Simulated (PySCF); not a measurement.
CH2F (SMILES [CH2]F), doublet, at a GFN2-xTB geometry, with bond 3-1 at 1.3 times its length; B3LYP/6-31G run with PySCF.

Here is a job for PySCF.
```python
from pyscf import gto, scf, dft

mol = gto.Mole()
mol.atom = '''
    C    -0.645663    0.054234    0.065714
    F     0.678133   -0.056936   -0.031970
    H    -1.359081   -1.131382   -0.088134
    H    -1.034768    1.044799   -0.053923
'''
mol.basis = '6-31g'
mol.charge = 0
mol.spin = 1
mol.verbose = 4
mol.build()

mf = dft.UKS(mol)
mf.xc = 'b3lyp'
mf.conv_tol_grad = 1e-3
mf.kernel()
mf.analyze()
```

Q: What does PySCF print? Leave out banner, timings and long lists.

A: 
```
PySCF version 2.14.0

[INPUT] verbose = 4
[INPUT] num. atoms = 4
[INPUT] num. electrons = 17
[INPUT] charge = 0
[INPUT] spin (= nelec alpha-beta = 2S) = 1
[INPUT] symmetry False subgroup None
[INPUT] Mole.unit = angstrom
[INPUT] Symbol           X                Y                Z      unit          X                Y                Z       unit  Magmom
[INPUT]  1 C     -0.645663000000   0.054234000000   0.065714000000 AA   -1.220126238765   0.102487406640   0.124181462550 Bohr   0.0
[INPUT]  2 F      0.678133000000  -0.056936000000  -0.031970000000 AA    1.281485646030  -0.107593446628  -0.060414544202 Bohr   0.0
[INPUT]  3 H     -1.359081000000  -1.131382000000  -0.088134000000 AA   -2.568290871100  -2.138002122263  -0.166549122262 Bohr   0.0
[INPUT]  4 H     -1.034768000000   1.044799000000  -0.053923000000 AA   -1.955428122464   1.974383965219  -0.101899701815 Bohr   0.0

nuclear repulsion = 31.3437454968543
number of shells = 14
number of NR pGTOs = 52
number of NR cGTOs = 22
basis = 6-31g
ecp = {}

******** <class 'pyscf.dft.uks.UKS'> ********
method = UKS
initial guess = minao
damping factor = 0
level_shift factor = 0
DIIS = <class 'pyscf.scf.diis.CDIIS'>
diis_start_cycle = 1
diis_space = 8
diis_damp = 0
SCF conv_tol = 1e-09
SCF conv_tol_grad = 0.001
SCF max_cycles = 50
direct_scf = True
direct_scf_tol = 1e-13
number electrons alpha = 9  beta = 8
XC library pyscf.dft.libxc version 7.1.2
    S. Lehtola, C. Steigemann, M. J. T. Oliveira, and M. A. L. Marques,  SoftwareX 7, 1–5 (2018)
XC functionals = b3lyp
    P. J. Stephens, F. J. Devlin, C. F. Chabalowski, and M. J. Frisch,  J. Phys. Chem. 98, 11623 (1994)
radial grids:
    Treutler-Ahlrichs [JCP 102, 346 (1995); DOI:10.1063/1.469408] (M4) radial grids

becke partition: Becke, JCP 88, 2547 (1988); DOI:10.1063/1.454033
pruning grids: <function nwchem_prune>
grids dens level: 3
symmetrized grids: False
atomic radii adjust function: <function treutler_atomic_radii_adjust>
small_rho_cutoff = 0
tot grids = 48000
init E= -139.003771167997

cycle= 1 E= -138.961576785748  delta_E= 0.0422  |g|= 0.302  |ddm|= 1.21
cycle= 2 E= -138.898769268093  delta_E= 0.0628  |g|= 0.542  |ddm|= 0.545
cycle= 3 E= -138.996187697268  delta_E= -0.0974  |g|= 0.0157  |ddm|= 0.336
cycle= 4 E= -138.996345712249  delta_E= -0.000158  |g|= 0.0111  |ddm|= 0.0295
cycle= 5 E= -138.996435057797  delta_E= -8.93e-05  |g|= 0.00275  |ddm|= 0.013
cycle= 6 E= -138.99644935576  delta_E= -1.43e-05  |g|= 0.000804  |ddm|= 0.00698
cycle= 7 E= -138.99645116515  delta_E= -1.81e-06  |g|= 0.000183  |ddm|= 0.00306
cycle= 8 E= -138.996451247867  delta_E= -8.27e-08  |g|= 5.59e-05  |ddm|= 0.000693
cycle= 9 E= -138.996451253875  delta_E= -6.01e-09  |g|= 1.14e-05  |ddm|= 0.000203
cycle= 10 E= -138.996451254073  delta_E= -1.98e-10  |g|= 1.26e-06  |ddm|= 3.61e-05
Extra cycle  E= -138.996451254075  delta_E= -1.65e-12  |g|= 3.76e-07  |ddm|= 2.41e-06
converged SCF energy = -138.996451254075  <S^2> = 0.75522593  2S+1 = 2.0052191
**** SCF Summaries ****
Total Energy =                        -138.996451254074628
Nuclear Repulsion Energy =              31.343745496854261
One-electron Energy =                 -253.517944246842546
Two-electron Energy =                   83.177747495913650
Two-electron Coulomb Energy =           99.701891878782078
DFT Exchange-Correlation Energy =      -16.524144382868435
**** MO energy ****
                             alpha | beta                alpha | beta
MO #1   energy= -24.7141614953748  | -24.7091890718006  occ= 1 | 1
MO #2   energy= -10.2877461918111  | -10.2724072827695  occ= 1 | 1
MO #3   energy= -1.24219124426127  | -1.23005547866088  occ= 1 | 1
MO #4   energy= -0.675584609050022 | -0.642570756298277 occ= 1 | 1
MO #5   energy= -0.516998732339754 | -0.507602114337284 occ= 1 | 1
MO #6   energy= -0.481992432503379 | -0.470448149295897 occ= 1 | 1
MO #7   energy= -0.472564136081429 | -0.433969299242848 occ= 1 | 1
MO #8   energy= -0.352353777634419 | -0.347212623498357 occ= 1 | 1
MO #9   energy= -0.212928003395336 | -0.0470704777279314 occ= 1 | 0
MO #10  energy= 0.0281235805709812 | 0.042964305901281  occ= 0 | 0
MO #11  energy= 0.136195745027781  | 0.155346032621611  occ= 0 | 0
MO #12  energy= 0.156634049560421  | 0.164962103355351  occ= 0 | 0
MO #13  energy= 0.500896130600822  | 0.54653706701057   occ= 0 | 0
MO #14  energy= 0.533094982749907  | 0.567868860756253  occ= 0 | 0
MO #15  energy= 0.625387420423253  | 0.634603031484356  occ= 0 | 0
MO #16  energy= 0.716419386741034  | 0.732875388775027  occ= 0 | 0
MO #17  energy= 0.773723213382988  | 0.773452115332298  occ= 0 | 0

To work with the spin densities directly, `use mulliken_meta_spin()` only printing them here.

 ** Mulliken spin pop alpha/beta on meta-lowdin orthogonal AOs **
 ** Mulliken Spin Density (per AO)  **
spin_pop of  0 C 1s       -0.00001
spin_pop of  0 C 2s        0.06474
spin_pop of  0 C 3s        0.00032
spin_pop of  0 C 2px       0.01226
spin_pop of  0 C 2py       0.03292
spin_pop of  0 C 2pz       0.85302
spin_pop of  0 C 3px       0.00020
spin_pop of  0 C 3py      -0.00023
spin_pop of  0 C 3pz       0.00175
spin_pop of  1 F 1s       -0.00000
spin_pop of  1 F 2s        0.00251
spin_pop of  1 F 3s        0.00021
spin_pop of  1 F 2px      -0.01417
spin_pop of  1 F 2py       0.00177
spin_pop of  1 F 2pz       0.12054
spin_pop of  1 F 3px       0.00014
spin_pop of  1 F 3py       0.00010
spin_pop of  1 F 3pz       0.00075
spin_pop of  2 H 1s       -0.05051
spin_pop of  2 H 2s        0.00025
spin_pop of  3 H 1s       -0.02695
spin_pop of  3 H 2s        0.00039
 ** Mulliken Spin Density (per atom)  **
spin density of  0 C =      0.96497
spin density of  1 F =      0.11185
spin density of  2 H =     -0.05026
spin density of  3 H =     -0.02656
 ** Mulliken pop alpha/beta on meta-lowdin orthogonal AOs **
 ** Mulliken pop       alpha | beta **
pop of  0 C 1s        0.99994 | 0.99995
pop of  0 C 2s        0.59577 | 0.53103
pop of  0 C 3s        0.00373 | 0.00341
pop of  0 C 2px       0.34466 | 0.33240
pop of  0 C 2py       0.55481 | 0.52189
pop of  0 C 2pz       0.97703 | 0.12401
pop of  0 C 3px       0.00924 | 0.00904
pop of  0 C 3py       0.00385 | 0.00408
pop of  0 C 3pz       0.00194 | 0.00019
pop of  1 F 1s        0.99998 | 0.99998
pop of  1 F 2s        0.91846 | 0.91595
pop of  1 F 3s        0.00165 | 0.00144
pop of  1 F 2px       0.76013 | 0.77430
pop of  1 F 2py       0.97433 | 0.97256
pop of  1 F 2pz       0.99714 | 0.87661
pop of  1 F 3px       0.00062 | 0.00048
pop of  1 F 3py       0.00084 | 0.00074
pop of  1 F 3pz       0.00078 | 0.00002
pop of  2 H 1s        0.43359 | 0.48410
pop of  2 H 2s        0.00107 | 0.00082
pop of  3 H 1s        0.41460 | 0.44155
pop of  3 H 2s        0.00584 | 0.00545
In total             9.00000 | 8.00000
 ** Mulliken atomic charges   ( Nelec_alpha | Nelec_beta ) **
charge of  0C =     -0.01695  (     3.49096      2.52599 )
charge of  1F =     -0.19602  (     4.65393      4.54208 )
charge of  2H =      0.08041  (     0.43466      0.48492 )
charge of  3H =      0.13255  (     0.42044      0.44700 )
Dipole moment(X, Y, Z, Debye): -1.35035,  0.32304, -0.21080
```
